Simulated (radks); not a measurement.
Results of a calculation; reference values are marked as such.
How relativity changes the ionisation of the ruthenium ion Ru+ ([Kr] 4d7) to Ru2+ ([Kr] 4d6). Spin-unpolarised spherical Kohn-Sham, PBE, point nucleus unless stated (finite: rms radius 4.4809 fm), a radial shooting solver on a logarithmic mesh with Libxc functionals. A level marked "c x" has the speed of light scaled by that factor and shares open shells by 2j + 1; other Dirac levels either fill j = l - 1/2 first or share by 2j + 1.

level                               E(Ru+) (hartree)  E(Ru2+) (hartree)  IE (eV)   HOMO  <r> HOMO (bohr)
non-rel.                                 -4442.91618        -4442.23853   18.440     4d            1.625
scalar-rel.                              -4530.48464        -4529.81631   18.186     4d            1.642
scalar-rel., finite nucleus              -4530.40965        -4529.74131   18.186     4d            1.642
Dirac, 2j+1 shares                       -4531.27193        -4530.60361   18.186  4d5/2            1.651
Dirac, low j first                       -4531.28656        -4530.62551   17.988  4d5/2            1.654
Dirac, 2j+1 shares, finite nucleus       -4531.19678        -4530.52845   18.186  4d5/2            1.651
Dirac, c x 0.75                          -4606.86643        -4606.20493   18.000  4d5/2            1.673
Dirac, c x 2                             -4464.16809        -4463.49282   18.375  4d5/2            1.631
Dirac, c x 3                             -4452.29657        -4451.61998   18.411  4d5/2            1.628

NIST Atomic Spectra Database: 16.8 eV (semi-empirical). The relativistic part of the total energy of Ru+ is -88.28 hartree (Dirac, 2j+1 shares, finite nucleus), 2 % of the non-relativistic value. Spin polarisation and multiplet splitting of open shells are left out at every level.

Beside tabulated values, note that relativity, absent from the non-relativistic runs, is large for the heavy elements, and spin-unpolarised runs miss the spin-polarisation part of the exchange energy of open shells.
